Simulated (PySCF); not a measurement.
A structure optimised at PBE-D3(BJ)/def2-SVP, used in a PySCF frequency run:

```
C
F 1 1.3736
C 1 1.5043 2 111.97
H 3 1.1070 1 110.92 2 -178.06
H 3 1.1085 4 108.50 1 -121.30
H 3 1.1090 4 108.25 5 -117.53
C 1 1.5088 2 115.32 3 147.37
H 7 1.1007 1 115.10 2 0.18
H 7 1.1018 8 115.61 1 147.12
C 1 1.5125 2 115.92 3 -144.98
H 10 1.1018 1 118.01 2 145.52
Cl 10 1.7651 11 111.82 1 144.46
```

**Question.** Write its SMILES and formula.

**Answer.** C[C@]1(F)C[C@H]1Cl, C4H6ClF

**Question.** What are its rotational constants (standard atomic weights)?

**Answer.** 5.1930, 1.9076, 1.7418 GHz
